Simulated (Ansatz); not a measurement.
Computed with Ansatz on PBE0-D4/def2-TZVP structures; ΔE is electronic, products minus reactants. CCSD(T)/CBS is the MP2 limit (def2-TZVPP, def2-QZVPP) plus CCSD(T) − MP2 in def2-TZVPP, frozen cores. DFT in def2-TZVPP. B3LYP here is the variant with VWN-RPA as its local correlation; programs differ in this. For Br, Ga outer-core shells are correlated without core-valence functions, which leaves a few kJ/mol of doubt a bond. Scalar relativity is left out up to krypton. Each species was taken in one conformer, which may not be the lowest.

Consider the substitution at a C–C bond: `C[CH2][AlH][SiH3]` + `[OH][Ga]([OH])[Br]` → `C[O][Ga]([OH])[Br]` + `[CH3][AlH][SiH3]`.

(1) Is it downhill or uphill in electronic energy at CCSD(T)/CBS, and by how much? (Estimate.)

(2) What do these levels give: PBE-D4, B2PLYP, PBE, r2SCAN, PBE0, B3LYP, MP2/def2-TZVPP, HF/def2-QZVPP, MP2/def2-QZVPP, SCS-MP2/def2-QZVPP, MP2/CBS(def2), CCSD/CBS(def2)? (Estimate.)

Largest T1 diagnostic among the species: 0.012.

## Answers

(1) Computed: Uphill: ΔE = +43.9 kJ/mol.

(2) Computed: PBE-D4 41.1, B2PLYP 38.7, PBE 40.2, r2SCAN 39.6, PBE0 42.2, B3LYP 35.4, MP2/def2-TZVPP 46.6, HF/def2-QZVPP 32.8, MP2/def2-QZVPP 47.7, SCS-MP2/def2-QZVPP 43.6, MP2/CBS(def2) 48.7, CCSD/CBS(def2) 43.5 kJ/mol.

In def2-TZVPP, CCSD(T) changes the Hartree–Fock value by +8.6 kJ/mol (the triples alone add +0.3 kJ/mol) and MP2 by +13.5 kJ/mol.
